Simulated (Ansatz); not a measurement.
The inner images of a band of GeH2OS (5 atoms, charge 0, multiplicity 1) are given out of order.

Level of theory: RKS r2SCANh/def2-SVPD in Ansatz.

Initial state:

```xyz
5
Properties=species:S:1:pos:R:3
O -1.343 -1.004 0.403
Ge -0.909 0.637 -0.166
S 1.342 0.340 -0.208
H -0.639 -1.641 0.567
H 1.600 1.594 -0.637
```

Final state:

```xyz
5
Properties=species:S:1:pos:R:3
O -1.185 -0.473 0.218
Ge 0.306 0.392 -0.161
S 2.174 -0.374 -0.027
H -1.033 -1.381 0.507
H -0.212 1.762 -0.579
```

Put them in order from the first end to the last, with their energies above the first end.
A.
```xyz
5
Properties=species:S:1:pos:R:3
O -1.232 -0.505 0.366
Ge 0.222 0.421 -0.036
S 2.096 -0.323 -0.120
H -0.994 -1.444 0.404
H -0.042 1.778 -0.655
```
B.
```xyz
5
Properties=species:S:1:pos:R:3
O -1.312 -0.693 0.375
Ge -0.124 0.637 0.337
S 1.851 0.051 -0.209
H -0.885 -1.559 0.313
H 0.520 1.490 -0.857
```
C.
```xyz
5
Properties=species:S:1:pos:R:3
O -1.324 -0.897 0.315
Ge -0.662 0.752 0.237
S 1.586 0.430 -0.005
H -0.727 -1.648 0.386
H 1.177 1.290 -0.974
```
D.
```xyz
5
Properties=species:S:1:pos:R:3
O -1.341 -0.979 0.388
Ge -0.841 0.694 0.009
S 1.420 0.416 -0.001
H -0.655 -1.655 0.428
H 1.467 1.449 -0.865
```
E.
```xyz
5
Properties=species:S:1:pos:R:3
O -1.310 -0.783 0.295
Ge -0.381 0.728 0.339
S 1.745 0.304 -0.120
H -0.818 -1.605 0.368
H 0.813 1.282 -0.924
```
F.
```xyz
5
Properties=species:S:1:pos:R:3
O -1.279 -0.562 0.417
Ge 0.136 0.469 0.118
S 2.009 -0.232 -0.200
H -0.967 -1.480 0.338
H 0.151 1.732 -0.714
```
G.
```xyz
5
Properties=species:S:1:pos:R:3
O -1.307 -0.624 0.411
Ge 0.031 0.544 0.255
S 1.924 -0.109 -0.231
H -0.935 -1.516 0.301
H 0.338 1.632 -0.777
```

D (+0.09 eV), C (+0.38 eV), E (+1.37 eV), B (+2.51 eV), G (+2.03 eV), F (+1.23 eV), A (+0.68 eV).

The run took 5.8 min on 2 threads of Arm Neoverse V2, on a shared host, peak memory 0.27 GiB.
